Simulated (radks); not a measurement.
Q: Pt IV, 75 electrons, occupied as [Xe] 4f14 5d6.5 5f0.5 (fractional occupations, a model configuration). Calculated with a radial shooting solver on a logarithmic mesh with Libxc functionals: Dirac Kohn-Sham, BP86, spin-unpolarised, spherical densities, finite nucleus; open shells fill j = l - 1/2 first; Fermi nuclear charge, rms radius 5.427 fm. Some entries of the table are withheld. Estimate them.

orbital,occ.,eigenvalue (eV),<r^2> (bohr^2)
1s1/2,2,-78321.04,0.0004063
2s1/2,2,-13781.41,0.006146
2p1/2,2,-13214.74,0.004355
2p3/2,4,-11485.28,0.005546
3s1/2,2,-3267.039,0.03995
3p1/2,2,-3011.620,0.03646
3p3/2,4,-2631.469,0.04291
3d3/2,4,-2204.444,(1)
3d5/2,6,-2122.511,(2)
4s1/2,2,-732.7570,0.1946
4p1/2,2,-624.2044,(3)
4p3/2,4,-533.6618,(4)
4d3/2,4,-355.4785,0.2467
4d5/2,6,-338.6405,0.2586
5s1/2,2,-140.3515,1.009
4f5/2,6,-111.0904,0.3189
4f7/2,8,-107.6313,0.3281
5p1/2,2,(5),1.185
5p3/2,4,(6),1.409
5d3/2,4,-42.8154,2.396
5d5/2,2.5,-41.1177,2.538
5f5/2,0.5,-11.4351,18.25
5f7/2,0,-11.4115,18.39

A: 
(1) 3d3/2 <r^2> (bohr^2): 0.03298
(2) 3d5/2 <r^2> (bohr^2): 0.03474
(3) 4p1/2 <r^2> (bohr^2): 0.1989
(4) 4p3/2 <r^2> (bohr^2): 0.2321
(5) 5p1/2 eigenvalue (eV): -105.4537
(6) 5p3/2 eigenvalue (eV): -90.1421
